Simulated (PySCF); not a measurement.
Isomers of C8H15P, mass 142.091 u with the commonest isotopes. Method used: PBE0/pcSseg-1 in PySCF (dipole) on a GFN2-xTB geometry, gas phase. One conformer each, none proved a minimum here; rigid rotors.

**Question.** Order these by radius of gyration √(Σ m r²/M), largest first.
A. `[CH:1]#[C:2][P:3]([CH2:4][CH2:5][CH3:6])[CH2:7][CH2:8][CH3:9]` with C2–P3–C4–C5 73°, P3–C4–C5–C6 179°, C2–P3–C7–C8 -73°, P3–C7–C8–C9 -178°
B. `[CH2:1]=[C:2]([CH3:3])[P@:4](=[CH2:5])([CH3:6])/[CH:7]=[CH:8]\[CH3:9]` with C1–C2–P4–C5 92°, C2–P4–C7–C8 53°
C. `CC=[P@]12CC[C@H](CC1)C2`
D. `[CH:1]#[C:2][P:3]([CH:4]([CH3:5])[CH3:6])[CH:7]([CH3:8])[CH3:9]` with C2–P3–C4–C5 -52°, C2–P3–C7–C8 -72°
E. `[CH3:1][CH2:2][CH2:3][P:4]1[CH2:5][CH2:6][CH:7]=[C:8]1[CH3:9]` with C1–C2–C3–P4 63°, C2–C3–P4–C5 83°, C3–P4–C5–C6 82°, P4–C5–C6–C7 17°, C5–C6–C7–C8 -12°, C3–P4–C8–C7 -91°
F. `[CH3:1][CH:2]([CH3:3])[C:4]1=[CH:5][P:6]([CH3:7])[CH2:8][CH2:9]1` with C1–C2–C4–C5 14°, C4–C5–P6–C7 -89°, C5–P6–C8–C9 -19°, P6–C8–C9–C4 23°, C2–C4–C9–C8 165°
G. `CC1=C(C(C)(C)C)P1C`

**Answer.** A (2.601 Å), F (2.263 Å), E (2.235 Å), G (2.203 Å), D (2.180 Å), B (2.087 Å), C (2.026 Å).

**Question.** Order these by rotational constant C, smallest first.
A. `[CH3:1][CH2:2][CH2:3][P:4]1[CH2:5][CH2:6][CH:7]=[C:8]1[CH3:9]` with C1–C2–C3–P4 63°, C2–C3–P4–C5 83°, C3–P4–C5–C6 82°, P4–C5–C6–C7 17°, C5–C6–C7–C8 -12°, C3–P4–C8–C7 -91°
B. `CC1=C(C(C)(C)C)P1C`
C. `[CH:1]#[C:2][P:3]([CH2:4][CH2:5][CH3:6])[CH2:7][CH2:8][CH3:9]` with C2–P3–C4–C5 73°, P3–C4–C5–C6 179°, C2–P3–C7–C8 -73°, P3–C7–C8–C9 -178°
D. `CC=[P@]12CC[C@H](CC1)C2`
E. `[CH2:1]=[C:2]([CH3:3])[P@:4](=[CH2:5])([CH3:6])/[CH:7]=[CH:8]\[CH3:9]` with C1–C2–P4–C5 92°, C2–P4–C7–C8 53°

**Answer.** C (550.1 MHz), A (772.4 MHz), B (838.3 MHz), D (999.7 MHz), E (1024 MHz).

**Question.** Order these by out-of-plane moment Σ m c² = (Ia + Ib − Ic)/2, largest first.
A. `[CH3:1][CH2:2][CH2:3][P:4]1[CH2:5][CH2:6][CH:7]=[C:8]1[CH3:9]` with C1–C2–C3–P4 63°, C2–C3–P4–C5 83°, C3–P4–C5–C6 82°, P4–C5–C6–C7 17°, C5–C6–C7–C8 -12°, C3–P4–C8–C7 -91°
B. `[CH:1]#[C:2][P:3]([CH:4]([CH3:5])[CH3:6])[CH:7]([CH3:8])[CH3:9]` with C2–P3–C4–C5 -52°, C2–P3–C7–C8 -72°
C. `P1(C)C(C(C)(C)C)=C1C`
D. `[CH2:1]=[C:2]([CH3:3])[P@:4](=[CH2:5])([CH3:6])/[CH:7]=[CH:8]\[CH3:9]` with C1–C2–P4–C5 92°, C2–P4–C7–C8 53°
E. `[CH:1]#[C:2][P:3]([CH2:4][CH2:5][CH3:6])[CH2:7][CH2:8][CH3:9]` with C2–P3–C4–C5 73°, P3–C4–C5–C6 179°, C2–P3–C7–C8 -73°, P3–C7–C8–C9 -178°
F. `[CH3:1][CH:2]([CH3:3])[C:4]1=[CH:5][P:6]([CH3:7])[CH2:8][CH2:9]1` with C1–C2–C4–C5 14°, C4–C5–P6–C7 -89°, C5–P6–C8–C9 -19°, P6–C8–C9–C4 23°, C2–C4–C9–C8 165°
G. `C1[C@H]2CC[P@@]1(CC2)=CC`

**Answer.** D (125.61 u·Å²), C (86.93 u·Å²), F (84.26 u·Å²), G (77.54 u·Å²), B (74.31 u·Å²), A (55.61 u·Å²), E (42.52 u·Å²).

```tsv
SMILES	point group	Ia (u·Å²)	Ib (u·Å²)	Ic (u·Å²)	κ	μa (D)	μb (D)	μc (D)
C=C(C)[P@](=C)(C)/C=C\C	C1	347.69	396.97	493.44	0.16	1.90	2.77	1.38
CC1=C(C(C)(C)C)P1C	C1	291.13	485.56	602.84	-0.55	0.96	1.04	1.30
CCCP1CCC=C1C	C1	234.47	531.06	654.30	-0.74	0.43	0.49	1.14
C#CP(CCC)CCC	Cs	218.84	784.97	918.77	-0.89	0.00	0.47	1.15
CC=[P@]12CC[C@H](CC1)C2	C1	199.58	461.02	505.51	-0.87	2.90	0.96	0.39
CC(C)C1=CP(C)CC1	C1	205.10	606.56	643.14	-0.94	1.37	1.17	0.75
C#CP(C(C)C)C(C)C	C1	302.19	447.33	600.91	-0.31	0.02	0.66	1.25
```
